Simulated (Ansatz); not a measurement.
Relaxation of a periodic cell of 17 atoms, InGe16 (host Ge, host structure diamond, interstitial In), to a largest force component of 0.08 eV/Å in at most 25 steps.

Computed with Ansatz, DFT r2SCAN-D3(BJ), scalar-relativistic, plane waves, PAW. Settings: accuracy low, PAW set soft_1, cutoff 500 eV, k mesh 2x2x2, fermi-dirac smearing 0.05 eV, no spin polarisation.

```xyz
17
Lattice="0.0000 5.6600 5.6600 5.6600 0.0000 5.6600 5.6600 5.6600 0.0000" Properties=species:S:1:pos:R:3
Ge 0.000 0.000 0.000
Ge 1.415 1.415 1.415
Ge 2.830 2.830 0.000
Ge 4.245 4.245 1.415
Ge 2.830 0.000 2.830
Ge 4.245 1.415 4.245
Ge 5.660 2.830 2.830
Ge 7.075 4.245 4.245
Ge 0.000 2.830 2.830
Ge 1.415 4.245 4.245
Ge 2.830 5.660 2.830
Ge 4.245 7.075 4.245
Ge 2.830 2.830 5.660
Ge 4.245 4.245 7.075
Ge 5.660 5.660 5.660
Ge 7.075 7.075 7.075
In 9.918 7.021 7.037
```

Problem. Where does it end, and by what steps?

Solution. It converged. Limits of this set-up: coarse k mesh, a small cell, in which the defect meets its images, a typed lattice constant that wasn't relaxed here, low accuracy level. After 2 steps the energy has fallen by 0.985 eV; Ge1 moved furthest, 0.15 Å.

| step | energy less start (eV) | largest force component (eV/Å) | accepted |
| --- | --- | --- | --- |
| 0 | 0.0000 | 1.969 | yes |
| 1 | -0.9642 | 0.192 | yes |
| 2 | -0.9848 | 0.056 | yes |

```xyz
17
Lattice="0.0000 5.6600 5.6600 5.6600 0.0000 5.6600 5.6600 5.6600 0.0000" Properties=species:S:1:pos:R:3
Ge 0.085 -0.084 -0.085
Ge 1.486 1.413 1.412
Ge 2.818 2.842 -0.015
Ge 4.247 4.170 1.415
Ge 2.820 -0.013 2.840
Ge 4.248 1.415 4.172
Ge 5.677 2.844 2.845
Ge 7.074 4.252 4.250
Ge 0.066 2.896 2.896
Ge 1.418 4.229 4.234
Ge 2.754 5.586 2.906
Ge 4.242 7.075 4.309
Ge 2.758 2.902 5.589
Ge 4.243 4.307 7.075
Ge 5.666 5.653 5.653
Ge 7.008 7.077 7.078
In 9.908 7.057 7.063
```

Whether the end is a true minimum wasn't checked by a vibrational analysis.

Run time: 100 s on 4 threads of AMD EPYC 7571 (shared host), peak memory 2.1 GiB.
